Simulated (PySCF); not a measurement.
MnCl2, SMILES [Cl][Mn][Cl] (connectivity only; charge and spin as stated), neutral, multiplicity 6.

Coordinates come from a ωB97X-D3(BJ)/def2-TZVP optimisation. The multiplicity is an assumed one; other spin states were not compared. The isomer is the one that the SMILES or the coordinates give; other isomers of the formula were not compared.

The numbers are results of PBE/def2-TZVPD run with PySCF, not measurements.

Computed frontier levels, dipole moment and polarisability:
| Property | Result |
|---|---|
| α spin, highest occupied and lowest empty level | -6.99 and -2.00 eV |
| β spin, highest occupied and lowest empty level | -7.90 and -4.56 eV |
| dipole moment | 0.00 D |
| mean static polarisability | 62.3 bohr³ (9.24 Å³) |
| polarisability, principal values | 46.7, 46.7, 93.7 bohr³ |
| ⟨S²⟩ | 8.763 (pure state 8.75) |
